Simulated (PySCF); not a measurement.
PySCF input file for B(H)(Et)(vinyl) (C4H9B), SMILES C=CBCC, TDA-PBE/def2-SVPD. The structure is a stationary point at PBE0-D3(BJ)/def2-SVP. The structure was generated by enumeration, and PubChem lists no compound with its InChIKey, so it may never have been made. The values are those of a single conformer.

```python
import numpy as np
from pyscf import gto, scf, dft, tdscf

mol = gto.M(
    atom='''
    B    -0.69509701    0.75842197    0.57970402
    H    -1.35984314    1.63111544    1.10711037
    C     0.84249686    1.05117954    0.49680479
    C     1.82478887    0.11299965   -0.19050165
    H     1.11064717    1.16044604    1.57067318
    H     0.96049202    2.08806918    0.12752388
    H     1.67569883    0.09583428   -1.28170156
    H     1.72211101   -0.92226428    0.17018004
    H     2.86852651    0.41863818   -0.01773546
    C    -1.46348976   -0.51416307    0.12561072
    C    -1.07465615   -1.34443800   -0.85812619
    H    -2.45031944   -0.70750673    0.56778965
    H    -1.70382382   -2.17269750   -1.20416958
    H    -0.12284293   -1.21721310   -1.38091652
    ''',
    basis='def2-SVPD',
    charge=0,
    spin=0,
    max_memory=1600,
    verbose=4,
)
mf = dft.RKS(mol, xc='pbe').density_fit(auxbasis='def2-universal-jkfit')
mf.grids.level = 3
mf.conv_tol = 1e-9
mf.max_cycle = 100
mf.kernel()
mf.grids = dft.Grids(mol).set(level=1).build(with_non0tab=True)  # coarser grid for the response kernel
td = tdscf.TDA(mf)
td.singlet = True
td.nstates = 10
td.conv_tol = 1e-4
td.positive_eig_threshold = 1e-6
td.kernel(x0=td.get_init_guess(mf, 15))
td.analyze()
tt = tdscf.TDA(mf)
tt.singlet = False
tt.nstates = 4
tt.conv_tol = 1e-4
tt.positive_eig_threshold = 1e-6
tt.kernel(x0=tt.get_init_guess(mf, 9))
tt.analyze(verbose=3)
```

Program output:

```
PySCF version 2.14.0

[INPUT] verbose = 4
[INPUT] num. atoms = 14
[INPUT] num. electrons = 38
[INPUT] charge = 0
[INPUT] spin (= nelec alpha-beta = 2S) = 0
[INPUT] symmetry False subgroup None
[INPUT] Mole.unit = angstrom
[INPUT] Symbol           X                Y                Z      unit          X                Y                Z       unit  Magmom
[INPUT]  1 B     -0.695097010000   0.758421970000   0.579704020000 AA   -1.313542978904   1.433209810153   1.095481831109 Bohr   0.0
[INPUT]  2 H     -1.359843140000   1.631115440000   1.107110370000 AA   -2.569731106969   3.082361459149   2.092135388966 Bohr   0.0
[INPUT]  3 C      0.842496860000   1.051179540000   0.496804790000 AA    1.592088326206   1.986441438346   0.938824990472 Bohr   0.0
[INPUT]  4 C      1.824788870000   0.112999650000  -0.190501650000 AA    3.448351199455   0.213538390672  -0.359995944778 Bohr   0.0
[INPUT]  5 H      1.110647170000   1.160446040000   1.570673180000 AA    2.098818972323   2.192925197936   2.968142141400 Bohr   0.0
[INPUT]  6 H      0.960492020000   2.088069180000   0.127523880000 AA    1.815066862630   3.945878879345   0.240985207542 Bohr   0.0
[INPUT]  7 H      1.675698830000   0.095834280000  -1.281701560000 AA    3.166611855954   0.181100542545  -2.422064921828 Bohr   0.0
[INPUT]  8 H      1.722111010000  -0.922264280000   0.170180040000 AA    3.254318164998  -1.742826903669   0.321593667468 Bohr   0.0
[INPUT]  9 H      2.868526510000   0.418638180000  -0.017735460000 AA    5.420729484954   0.791111505486  -0.033515162093 Bohr   0.0
[INPUT] 10 C     -1.463489760000  -0.514163070000   0.125610720000 AA   -2.765594832505  -0.971627385666   0.237369859109 Bohr   0.0
[INPUT] 11 C     -1.074656150000  -1.344438000000  -0.858126190000 AA   -2.030805801580  -2.540619611458  -1.621623479416 Bohr   0.0
[INPUT] 12 H     -2.450319440000  -0.707506730000   0.567789650000 AA   -4.630432659298  -1.336993950987   1.072966934863 Bohr   0.0
[INPUT] 13 H     -1.703823820000  -2.172697500000  -1.204169580000 AA   -3.219760384310  -4.105803226527  -2.275550713733 Bohr   0.0
[INPUT] 14 H     -0.122842930000  -1.217213100000  -1.380916520000 AA   -0.232139494039  -2.300199394233  -2.609554023687 Bohr   0.0

nuclear repulsion = 152.467284600081
number of shells = 76
number of NR pGTOs = 240
number of NR cGTOs = 172
basis = def2-SVPD
ecp = {}


[settings echo left out]
init E= -182.231955357784
  HOMO = -0.332941762393844  LUMO = -0.162767595453149  gap/eV = 4.63067
cycle= 1 E= -182.171510838829  delta_E= 0.0604  |g|= 0.544  |ddm|= 5.57
  HOMO = -0.159198695289416  LUMO = -0.033322075909167  gap/eV = 3.42528
cycle= 2 E= -182.034835902917  delta_E= 0.137  |g|= 0.875  |ddm|= 1.97
  HOMO = -0.249515992980299  LUMO = -0.0925842353035344  gap/eV = 4.27033
cycle= 3 E= -182.25493823667  delta_E= -0.22  |g|= 0.146  |ddm|= 1.21
  HOMO = -0.252526064339442  LUMO = -0.0970455274846174  gap/eV = 4.23084
cycle= 4 E= -182.259764338671  delta_E= -0.00483  |g|= 0.0715  |ddm|= 0.248
  HOMO = -0.252715844860449  LUMO = -0.0967177550256246  gap/eV = 4.24492
cycle= 5 E= -182.261228038096  delta_E= -0.00146  |g|= 0.0131  |ddm|= 0.118
  HOMO = -0.252018126174827  LUMO = -0.0957367271524912  gap/eV = 4.25263
cycle= 6 E= -182.261275894108  delta_E= -4.79e-05  |g|= 0.00443  |ddm|= 0.0297
  HOMO = -0.252201428229267  LUMO = -0.0960245502416388  gap/eV = 4.24979
cycle= 7 E= -182.26128137444  delta_E= -5.48e-06  |g|= 0.000855  |ddm|= 0.00721
  HOMO = -0.252206067397593  LUMO = -0.0960317601038869  gap/eV = 4.24972
cycle= 8 E= -182.261281611494  delta_E= -2.37e-07  |g|= 0.000171  |ddm|= 0.00216
  HOMO = -0.25219796706065  LUMO = -0.0960194948498905  gap/eV = 4.24983
cycle= 9 E= -182.261281619888  delta_E= -8.39e-09  |g|= 6.3e-05  |ddm|= 0.000503
  HOMO = -0.252202944279245  LUMO = -0.0960255459699701  gap/eV = 4.24980
cycle= 10 E= -182.26128162099  delta_E= -1.1e-09  |g|= 1.5e-05  |ddm|= 0.000121
  HOMO = -0.252203370305142  LUMO = -0.0960259024886239  gap/eV = 4.24981
cycle= 11 E= -182.261281621043  delta_E= -5.29e-11  |g|= 5.46e-06  |ddm|= 3.1e-05
  HOMO = -0.252202426504169  LUMO = -0.0960248549445222  gap/eV = 4.24981
Extra cycle  E= -182.261281621035  delta_E= 8.13e-12  |g|= 7.82e-06  |ddm|= 2e-05
converged SCF energy = -182.261281621035
tot grids = 48152
Overwritten attributes  positive_eig_threshold  of <class 'pyscf.tdscf.rks.TDA'>


******** <class 'pyscf.tdscf.rks.TDA'> for <class 'pyscf.df.df_jk.DFRKS'> ********
nstates = 10 singlet
deg_eia_thresh = 1.000e-03
wfnsym = None
conv_tol = 0.0001
eigh lindep = 1e-12
eigh level_shift = 0
eigh max_cycle = 100


Excitation energies (eV)
[4.50297266 4.81773856 5.79664589 6.01795372 6.42895061 6.81099923
 7.0043637  7.05683966 7.27165819 7.3465722 ]

** Singlet excitation energies and oscillator strengths **
Excited State   1:      4.50297 eV    275.34 nm  f=0.0059
      17 -> 20        0.20967
      18 -> 20        0.40637
      19 -> 20        0.53766
Excited State   2:      4.81774 eV    257.35 nm  f=0.0094
      17 -> 20        0.49616
      18 -> 20       -0.47373
      19 -> 20        0.16394
Excited State   3:      5.79665 eV    213.89 nm  f=0.1330
      16 -> 20       -0.57057
      17 -> 20        0.26294
      18 -> 20        0.17529
      19 -> 20       -0.21643
Excited State   4:      6.01795 eV    206.02 nm  f=0.1253
      15 -> 20       -0.18230
      16 -> 20       -0.39638
      17 -> 20       -0.31107
      18 -> 20       -0.22291
      19 -> 20        0.28987
      19 -> 21        0.14488
      19 -> 22       -0.13579
Excited State   5:      6.42895 eV    192.85 nm  f=0.0241
      15 -> 20       -0.66883
Excited State   6:      6.81100 eV    182.04 nm  f=0.0487
      18 -> 21        0.13872
      19 -> 21        0.65492
      19 -> 22        0.18284
Excited State   7:      7.00436 eV    177.01 nm  f=0.0066
      14 -> 20        0.64567
      18 -> 21       -0.25194
Excited State   8:      7.05684 eV    175.69 nm  f=0.0165
      14 -> 20       -0.26265
      18 -> 21       -0.59698
      18 -> 22       -0.12884
      19 -> 22        0.19580
Excited State   9:      7.27166 eV    170.50 nm  f=0.0306
      13 -> 20       -0.21024
      17 -> 21        0.60749
      19 -> 22       -0.28431
Excited State  10:      7.34657 eV    168.76 nm  f=0.0042
      13 -> 20       -0.59321
      17 -> 21       -0.28269
      18 -> 22       -0.16222
      19 -> 22       -0.16021

** Transition electric dipole moments (AU) **
state          X           Y           Z        Dip. S.      Osc.
  1        -0.0435     -0.2023     -0.1031      0.0534      0.0059
  2        -0.0545     -0.1370     -0.2414      0.0800      0.0094
  3         0.5397      0.7033      0.3879      0.9365      0.1330
  4         0.0204     -0.7407     -0.5488      0.8502      0.1253
  5         0.0303      0.3613      0.1459      0.1527      0.0241
  6         0.1071      0.3116      0.4283      0.2921      0.0487
  7        -0.0930     -0.0526      0.1643      0.0384      0.0066
  8        -0.0430      0.1434      0.2705      0.0956      0.0165
  9        -0.1610      0.3815      0.0110      0.1716      0.0306
 10         0.0211     -0.1503      0.0084      0.0231      0.0042

** Transition velocity dipole moments (imaginary part, AU) **
state          X           Y           Z        Dip. S.      Osc.
  1        -0.0168     -0.0001     -0.0119      0.0004      0.0017
  2        -0.0197      0.0163     -0.0215      0.0011      0.0042
  3         0.0757      0.0397     -0.0078      0.0074      0.0231
  4        -0.0313     -0.0425      0.0083      0.0029      0.0086
  5         0.0153      0.0153      0.0272      0.0012      0.0034
  6         0.0315      0.0371      0.0599      0.0060      0.0159
  7        -0.0054     -0.0086      0.0281      0.0009      0.0023
  8         0.0003      0.0010      0.0633      0.0040      0.0103
  9        -0.0383      0.0754     -0.0096      0.0072      0.0181
 10         0.0151     -0.0380      0.0032      0.0017      0.0042

** Transition magnetic dipole moments (imaginary part, AU) **
state          X           Y           Z
  1         0.0214      0.2869      0.0300
  2         0.3771      0.5019      0.1552
  3         0.0739     -0.4328      0.4788
  4         0.0959      0.0549     -0.4094
  5         0.0675     -0.2290     -0.1461
  6         0.2904     -0.3780      0.4341
  7         0.2030      0.6258     -0.1469
  8         0.2608     -0.4198     -0.7101
  9         0.1528      0.1895      0.3430
 10        -0.0150     -0.2925     -0.2362


******** <class 'pyscf.tdscf.rks.TDA'> for <class 'pyscf.df.df_jk.DFRKS'> ********
nstates = 4 triplet
deg_eia_thresh = 1.000e-03
wfnsym = None
conv_tol = 0.0001
eigh lindep = 1e-12
eigh level_shift = 0
eigh max_cycle = 100


Excitation energies (eV)
[3.63264774 4.21457711 4.41322163 5.54743179]

** Triplet excitation energies and oscillator strengths **
Excited State   1:      3.63265 eV    341.31 nm  f=0.0000
Excited State   2:      4.21458 eV    294.18 nm  f=0.0000
Excited State   3:      4.41322 eV    280.94 nm  f=0.0000
Excited State   4:      5.54743 eV    223.50 nm  f=0.0000
```

Self-consistency was reached.

Cost: roughly 120 core-seconds.
